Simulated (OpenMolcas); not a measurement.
**Ge: effect of the basis set**

- Program: OpenMolcas 26.06
- Method: SS-CASPT2, IPEA 0.25 Eh, imaginary shift 0.1 Eh (closed shells correlated: 3d 4s)
- Active space: 2 electrons in 3 orbitals (4p)
- State averaging: 2S+1 = 3 even, 3 roots; 2S+1 = 1 even, 6 roots
- Spin-orbit coupling: state interaction with AMFI integrals over the reference wave functions, term energies averaged over their components

A. ANO-RCC-VDZP [5s4p2d], DKH2, point nucleus; CASPT2 step roughly 0.9 core-seconds
B. ANO-R1 [5s4p3d1f], X2C, finite nucleus; CASPT2 step about 0.6 core-seconds
C. ANO-RCC-VTZP [6s5p3d1f], DKH2, point nucleus; CASPT2 step roughly 0.7 core-seconds
D. ANO-RCC-VQZP [7s6p4d2f1g], DKH2, point nucleus; CASPT2 step roughly 1 core-seconds
E. ANO-R2 [6s5p4d3f1g], X2C, finite nucleus; CASPT2 step roughly 1.6 core-seconds
F. ANO-R3 [7s6p5d4f2g], X2C, finite nucleus; CASPT2 step about 3 core-seconds

Energies in cm-1 above 4s2 4p2 3P0, the measured ground level; measured values from NIST Handbook of Basic Atomic Spectroscopic Data.

| Level | A | B | C | D | E | F | Measured |
| --- | --- | --- | --- | --- | --- | --- | --- |
| 4s2 4p2 3P0 | 0.0 | 0.0 | 0.0 | 0.0 | 0.0 | 0.0 | 0.0 |
| 4s2 4p2 3P1 | 457 | 453 | 486 | 481 | 487 | 484 | 557 |
| 4s2 4p2 3P2 | 1213 | 1198 | 1267 | 1246 | 1256 | 1244 | 1410 |
| 4s2 4p2 1D2 | 9430 | 8660 | 8520 | 7800 | 7620 | 7190 | 7125 |
| 4s2 4p2 1S0 | 19590 | 19240 | 18660 | 17270 | 17380 | 16490 | 16367 |

Deviations, from unrounded energies. A percentage is the sum of absolute deviations over the sum of measured energies, with the sign that they share, or ± where signs differ.

```json
{"Against measurement": "mean absolute deviation (cm-1)", "Levels": "4", "A": "1500", "B": "1200", "C": "970", "D": "450", "E": "430", "F": "110"}
{"Against measurement": "fine structure of the ground term (%)", "Levels": "2", "A": "-15.1", "B": "-16.1", "C": "-10.8", "D": "-12.2", "E": "-11.4", "F": "-12.2"}
{"Against measurement": "other terms of the ground configuration (%)", "Levels": "2", "A": "+23.6", "B": "+18.8", "C": "+15.7", "D": "+6.7", "E": "+6.4", "F": "+0.8"}
```

F lies closest to measurement on these levels and A furthest from it. The largest miss of F in the table is 4s2 4p2 3P2, by -170 cm-1. The ranking rests on the paired levels alone, and a cruder setting can come out closer through cancelling errors.

Among A to F the level of the table that moves most is 4s2 4p2 1S0, by 3100 cm-1 (lowest in F, highest in A). Moves below CASPT2's spread within the term are not significant.

Term energies are means over components that CASPT2 splits; among the terms shown or strongly mixed into the levels shown the widest spread is 94 cm-1 (4s2 4p2 1D, B). With the s shell closed, the reference lacks s² → p² mixing. Some terms miss by over 15 % even with CASPT2, which points to a basis or an active space too small for the shells correlated (holds for A; B; C). Measured partners are found by configuration, term and J. A level has none where our copy of the source lacks it or the pairing is in doubt (some pairs that miss far off the trend of their configuration count as doubtful), and it then counts in no deviation. Only configurations of the active space appear.
